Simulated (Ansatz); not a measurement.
The same path of C$_{2}$H$_{4}$InNO (9 atoms, charge 0, multiplicity 1) was run twice with different band settings. Lost on the way: In4–H8. Made: C3–H8.

Level of theory: Ansatz 0.2.0, RKS PBE0/def2-SVP.

Relaxed end points:

```xyz
9
Properties=species:S:1:pos:R:3
O 0.128 1.835 -0.709
C 0.078 0.555 -0.309
C 1.028 -0.377 -0.699
In 0.191 -1.809 0.524
N -0.944 0.119 0.487
H -0.725 2.242 -0.510
H 1.780 -0.241 -1.472
H -0.193 -3.156 1.479
H -1.255 0.786 1.191
```

```xyz
9
Properties=species:S:1:pos:R:3
O 0.072 1.359 -0.843
C -0.144 0.194 -0.201
C 0.677 -0.908 -0.542
In 0.735 -1.091 1.965
N -0.953 0.083 0.839
H -0.352 2.073 -0.351
H 1.484 -0.742 -1.259
H 0.165 -1.871 -0.625
H -1.596 0.856 1.001
```

Common settings: movable images 7; climbing image yes; spring 5.0 eV/Å²; optimiser quadratic models (default); start path through a guess of the saddle point; iteration limit 60; end points relaxed.

| run | force threshold |
| --- | --- |
| 1 | 0.05 eV/Å |
| 2 | 0.5 eV/Å |

**Question.** What does each run give, and how far can it be trusted?

**Answer.** Run 1: converged after 21 iterations, highest image 1.625 eV above the first end. Neighbouring images differ by up to 2.1 eV, so the band resolves the path poorly. A vibrational analysis at the climbing image gives one clearly imaginary mode, 716i cm⁻¹: a first-order saddle point.
Run 2: converged after 14 iterations, highest image 1.628 eV above the first end. The threshold of 0.5 eV/Å is loose, so the images may lie well off the minimum-energy path. Neighbouring images differ by up to 2.2 eV, so the band resolves the path poorly. Another band between the same ends (7 images) ends at a top of the same energy, where a vibrational analysis finds 1 clearly imaginary mode.
The orbitals stay closed-shell, which can raise the energy where a bond breaks towards radicals; this wasn't checked here.
